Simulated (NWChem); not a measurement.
C$_{2}$H$_{4}$N cation; SMILES CC#[NH+]

```xyz
7

C      0.0000     0.0000     1.2668
C      0.0000     0.0000    -0.1641
N      0.0000     0.0000    -1.3103
H      0.3095    -0.9951     1.6279
H     -1.0165     0.2295     1.6279
H      0.7071     0.7656     1.6279
H      0.0000     0.0000    -2.3275
```
Atoms are numbered in this order, from 1.

Computed with NWChem. Pople sets run with spherical d functions. The geometry was optimised at PBE0/def2-SVP.

Estimate the computed values for B3LYP/6-31G*. Quantities: highest occupied level (eV); orbital gap (eV).


```json
{
 "highest occupied level (eV)": "-16.94",
 "orbital gap (eV)": "10.00"
}
```
